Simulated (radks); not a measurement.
The numbers below are computed, except where a source is named.
Coulomb parameter of the 5d shell of the mercury ion Hg2+ in the model configuration [Xe] 4f14 5d8 6p2, as a second difference U = [E(n + 0.5) + E(n - 0.5) - 2 E(n)] / (0.5)^2 with all orbitals relaxed. "Bare": the charge of the atom changes with n. "Screened": the 6p shell takes up the change at fixed total charge, which measures U(5d,5d) + U(6p,6p) - 2 U(5d,6p). Code: a radial shooting solver on a logarithmic mesh with Libxc functionals. Model: scalar-relativistic Kohn-Sham, BLYP, spin-unpolarised, spherical densities, finite nucleus; Fermi nuclear charge, rms radius 5.4648 fm. Estimate both.

Answer. U(bare) = 13.387 eV, U(screened by 6p) = 2.803 eV, against the Slater integral F0(5d,5d) = 17.981 eV with frozen orbitals.
